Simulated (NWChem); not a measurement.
The numbers come from NWChem runs, not from measurements. System: tetrasilane (H10Si4), charge 0, spin multiplicity 1, at a geometry optimised with PBE0/def2-SVP. Level: MP2/def2-SVP, 20 core orbitals frozen.

Part of the output:

```
             Northwest Computational Chemistry Package (NWChem) 7.3.0
             --------------------------------------------------------

                                NWChem Input Module
                                -------------------

 Scaling coordinates for geometry "geometry" by  1.889725989
 (inverse scale =  0.529177249)

                             Geometry "geometry" -> ""
                             -------------------------

 Output coordinates in angstroms (scale by  1.889725989 to convert to a.u.)

  No.       Tag          Charge          X              Y              Z
 ---- ---------------- ---------- -------------- -------------- --------------
    1 Si                  14.0000     2.06135900    -1.00772500     0.90926500
    2 Si                  14.0000     1.06859500     1.04055000     0.32816100
    3 Si                  14.0000    -0.72472400     0.69431900    -1.15142400
    4 Si                  14.0000    -2.38440500    -0.62207500    -0.13586900
    5 H                    1.0000     3.21383000    -0.79756100     1.83870500
    6 H                    1.0000     1.05496800    -1.88690200     1.58153400
    7 H                    1.0000     2.55345700    -1.70076800    -0.32135400
    8 H                    1.0000     2.09320200     1.93267700    -0.30232400
    9 H                    1.0000     0.55933900     1.71345000     1.56581600
   10 H                    1.0000    -0.22079300    -0.00265200    -2.37788500
   11 H                    1.0000    -1.31176200     2.00804700    -1.56702500
   12 H                    1.0000    -2.86774000     0.04413600     1.11292500
   13 H                    1.0000    -3.54534400    -0.82149000    -1.05711100
   14 H                    1.0000    -1.82071400    -1.95990700     0.22486800

 Effective nuclear repulsion energy (a.u.)     322.5379982059

            Nuclear Dipole moment (a.u.)
            ----------------------------
        X                 Y               Z
 ---------------- ---------------- ----------------
    -0.0000132281    -0.0000075589     0.0000207870


 Summary of "ao basis" -> "" (spherical)
 ------------------------------------------------------------------------------
       Tag                 Description            Shells   Functions and Types
 ---------------- ------------------------------  ------  ---------------------
 *                          def2-svp                  on all atoms

 Summary of "ao basis" -> "ao basis" (spherical)
[...]
    6 H    1     1.12   0.73  0.38  0.01
    7 H    1     1.12   0.73  0.38  0.01
    8 H    1     1.10   0.73  0.36  0.01
    9 H    1     1.10   0.73  0.36  0.01
   10 H    1     1.10   0.73  0.36  0.01
   11 H    1     1.10   0.73  0.36  0.01
   12 H    1     1.12   0.73  0.38  0.01
   13 H    1     1.12   0.73  0.37  0.01
   14 H    1     1.12   0.73  0.38  0.01

       Multipole analysis of the density wrt the origin
       ------------------------------------------------

     L   x y z        total         open         nuclear
     -   - - -        -----         ----         -------
     0   0 0 0     -0.000000      0.000000     66.000000

     1   1 0 0      0.008244      0.000000     -0.000013
     1   0 1 0      0.041629      0.000000     -0.000008
     1   0 0 1     -0.019709      0.000000      0.000021

     2   2 0 0    -47.632330      0.000000    753.344369
     2   1 1 0     -0.094899      0.000000      0.122433
     2   1 0 1     -0.061747      0.000000    203.891811
     2   0 2 0    -47.812722      0.000000    228.022802
     2   0 1 1      0.272413      0.000000    -80.440400
     2   0 0 2    -47.412547      0.000000    181.934124

                   NWChem MP2 Semi-direct Energy/Gradient Module
                   ---------------------------------------------

  Basis functions       =    122
  Molecular orbitals    =    122
  Frozen core           =     20
  Frozen virtuals       =      0
  Active alpha occupied =     13
  Active beta occupied  =     13
  Active alpha virtual  =     89
  Active beta virtual   =     89
  Use MO symmetry       = F
  Use skeleton AO sym   = F

  AO/Fock/Back tols     =   1.0D-09  1.0D-09  1.0D-09

 GA uses MA = F    GA memory limited = T

 Available:
  local mem=  1.26D+08
 global mem=  1.44D+08
 local disk=  0.00D+00
  mp2_memr nvloc                    89
  nvloc new                    89
   1 passes of  13:        3145728                      59866                  26358374.
   1 passes of  13: M    126148844           G      144149432           F     123003116.

 Semi-direct pass number   1 of   1  for RHF alpha+beta  at        6.6s
  vrange nnbf                  6694
  mp2_eaftype                   100  avail_ma_in_mb                  1099
 EAF : mp2_eaftype filesize         100   13179187.
  mp2_eaf for mointskh                    100
Node 0 wrote     62.0 Mb in      0.1 s     Agg I/O rate:  1042.3 Mb/s
 Done moints_semi at       12.5s
  mp2_eaftype                   100  avail_ma_in_mb                   999
 EAF : mp2_eaftype filesize         100   13179187.
  mp2_eaf for kh                   100
 Done maket at       12.9s
 Done multipass loop at       12.9s

          -------------------------------------------
          SCF energy               -1161.170774371989
          Correlation energy          -0.411291440761
          Singlet pairs               -0.317300684546
          Triplet pairs               -0.093990756214
          Total MP2 energy         -1161.582065812750
          -------------------------------------------

          ---------------------------------------------------
                    Spin Component Scaled (SCS) MP2
          Same spin pairs                     -0.062660504143
          Same spin scaling factor             0.333333333333
          Opposite spin pairs                 -0.348630936618
          Opposite spin scaling fact.          1.200000000000
          SCS-MP2 correlation energy          -0.439243958655
          Total SCS-MP2 energy             -1161.610018330645
          ---------------------------------------------------

 -----------------------
 Performance information
 -----------------------

 Timer overhead =  1.37D-07 seconds/call

               Nr. of calls         CPU time (s)                 Wall time (s)                GFlops
             ---------------    -------------------     ------------------------------   -------------------
Name         Min   Avg   Max    Min     Avg     Max     Min     Avg     Max   Mx/calls   Min     Max     Sum
mp2: moin     1     1     1    5.9     5.9     5.9      5.9     5.9     5.9     5.9      0.0     0.0     0.0
mp2: make     1     1     1   0.42    0.42    0.42     0.42    0.42    0.42    0.42      0.0     0.0     0.0
mp2: tota     1     1     1    6.3     6.3     6.3      6.3     6.3     6.3     6.3      0.0     0.0     0.0

 The average no. of pstat calls per process was 3.00D+00
 with a timing overhead of 4.10D-07s

 Task  times  cpu:       12.9s     wall:       12.9s

 Total times  cpu:       12.9s     wall:       12.9s
```

### Question
Write an NWChem input that would produce this output.

### Answer
One answer among several that fit: 
```
start mol
memory heap 200 mb stack 900 mb global 1100 mb
geometry units angstroms nocenter noautoz noautosym
  Si     2.061359    -1.007725     0.909265
  Si     1.068595     1.040550     0.328161
  Si    -0.724724     0.694319    -1.151424
  Si    -2.384405    -0.622075    -0.135869
  H      3.213830    -0.797561     1.838705
  H      1.054968    -1.886902     1.581534
  H      2.553457    -1.700768    -0.321354
  H      2.093202     1.932677    -0.302324
  H      0.559339     1.713450     1.565816
  H     -0.220793    -0.002652    -2.377885
  H     -1.311762     2.008047    -1.567025
  H     -2.867740     0.044136     1.112925
  H     -3.545344    -0.821490    -1.057111
  H     -1.820714    -1.959907     0.224868
end
basis spherical
  * library def2-svp
end
scf
  rhf
  nopen 0
  maxiter 100
  thresh 1e-7
  semidirect memsize 60000000 filesize 0
end
mp2
  freeze core 20
end
task mp2 energy
```
